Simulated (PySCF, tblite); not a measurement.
C₇H₁₁PS.
Cartesian coordinates in Å at the GFN2-xTB level; atoms count from 1:
```xyz
20
C7H11PS angstrom
C     -3.1309    0.2147    1.9049
C     -2.7187    0.1130    0.6447
C     -1.3985    0.4529    0.2343
C     -0.4992    0.5000   -0.7295
C     -0.1696    0.2404   -2.1355
P      0.1861    1.1566    0.8470
C      0.9914   -0.4124    1.5528
S      1.8241   -1.4480    0.3147
C      3.1061   -0.2702   -0.1937
H     -2.4657    0.5709    2.6756
H     -4.1294   -0.0515    2.2047
H     -3.3780   -0.2448   -0.1380
H     -1.0597   -0.0695   -2.6820
H      0.5782   -0.5507   -2.1973
H      0.2469    1.1353   -2.5984
H      1.7261   -0.1337    2.3113
H      0.2288   -1.0438    2.0110
H      3.6463   -0.7162   -1.0223
H      2.6304    0.6578   -0.5054
H      3.7802   -0.0901    0.6393
```

Computed with PBE0/pcSseg-1 in PySCF (dipole) on a GFN2-xTB geometry, gas phase.

Take the most abundant isotopes and a rigid rotor. The values belong to one conformer with, in the numbering `[CH2:1]=[CH:2][C:3]1=[C:4]([CH3:5])[P:6]1[CH2:7][S:8][CH3:9]`, C1–C2–C3–C4 175°, C4–P6–C7–S8 39°, P6–C7–S8–C9 64°.

Problem. What are A, B and C (cm⁻¹)?

Solution. Ia = 268.65, Ib = 672.42, Ic = 763.10 u·Å²; 505379 MHz·u·Å²/I gives 1881, 751.6 and 662.3 MHz, that is A = 0.06275, B = 0.02507, C = 0.02209 cm⁻¹.

Problem. Classify the top.

Solution. An asymmetric top; Ray's κ = -0.853.

Problem. Is it planar, by Δ = Ic − Ia − Ib?

Solution. Not planar: Δ = Ic − Ia − Ib = -177.96 u·Å². For a rigid frame Δ = −2 Σ m c², so Σ m c² = 88.98 u·Å² lies off the ab plane: 7.55 from hydrogen and 81.44 from heavier atoms. The atom farthest from that plane is 1.26 Å away.

Problem. Give the other two planar moments, Paa and Pbb, and the rms extents of the mass along the axes.

Solution. Paa = Σ m a² = (Ib + Ic − Ia)/2 = 583.44 and Pbb = Σ m b² = (Ia + Ic − Ib)/2 = 179.66 u·Å². With the mass M = 158.03 u, the rms extents √(P/M) along a, b and c are 1.92, 1.07, 0.75 Å.

Problem. Which lines would a microwave search look for?

Solution. The dipole components are |μa| = 0.23 D, |μb| = 0.77 D, |μc| = 0.18 D. Intensities carry the squares of the components, which stand as 0.09 : 1.00 : 0.05 (a : b : c). Some lines, for components of 0.1 D or more:

```json
{"type": "a", "branch": "R", "J(Ka,Kc)": "2(0,2) ← 1(0,1)", "MHz": "2823", "lower level (cm⁻¹)": "0.047"}
{"type": "b", "branch": "Q", "J(Ka,Kc)": "4(2,2) ← 4(1,3)", "MHz": "3162", "lower level (cm⁻¹)": "0.525"}
{"type": "a", "branch": "R", "J(Ka,Kc)": "3(1,3) ← 2(1,2)", "MHz": "4105", "lower level (cm⁻¹)": "0.176"}
{"type": "a", "branch": "R", "J(Ka,Kc)": "3(2,1) ← 2(2,0)", "MHz": "4262", "lower level (cm⁻¹)": "0.298"}
{"type": "c", "branch": "R", "J(Ka,Kc)": "2(2,0) ← 1(1,0)", "MHz": "6311", "lower level (cm⁻¹)": "0.088"}
{"type": "b", "branch": "R", "J(Ka,Kc)": "4(1,4) ← 3(0,3)", "MHz": "6396", "lower level (cm⁻¹)": "0.282"}
{"type": "a", "branch": "R", "J(Ka,Kc)": "5(0,5) ← 4(0,4)", "MHz": "6972", "lower level (cm⁻¹)": "0.469"}
{"type": "a", "branch": "R", "J(Ka,Kc)": "5(3,3) ← 4(3,2)", "MHz": "7085", "lower level (cm⁻¹)": "0.825"}
{"type": "c", "branch": "R", "J(Ka,Kc)": "4(1,3) ← 3(0,3)", "MHz": "7288", "lower level (cm⁻¹)": "0.282"}
{"type": "b", "branch": "R", "J(Ka,Kc)": "5(1,5) ← 4(0,4)", "MHz": "7616", "lower level (cm⁻¹)": "0.469"}
{"type": "b", "branch": "R", "J(Ka,Kc)": "3(2,1) ← 2(1,2)", "MHz": "7924", "lower level (cm⁻¹)": "0.176"}
{"type": "b", "branch": "R", "J(Ka,Kc)": "4(4,0) ← 3(3,1)", "MHz": "13876", "lower level (cm⁻¹)": "0.636"}
{"type": "b", "branch": "R", "J(Ka,Kc)": "5(4,2) ← 4(3,1)", "MHz": "15291", "lower level (cm⁻¹)": "0.825"}
{"type": "c", "branch": "R", "J(Ka,Kc)": "5(4,2) ← 4(3,2)", "MHz": "15292", "lower level (cm⁻¹)": "0.825"}
```

Problem. Estimate the classical rotational partition function at 10 K, 25 K and 500 K.

Solution. Point group C1, symmetry number σ = 1; q = (√π/σ)·√((kT/h)³/(ABC)), k/h = 20836.6 MHz/K: 5510 at 10 K, 21800 at 25 K, 1950000 at 500 K.

Its GFN2-xTB frequencies are all real (lowest 28 cm⁻¹). Zero-point vibration and centrifugal distortion are left out. A rigid rotor knows nothing of internal rotation, which can split or shift real lines.
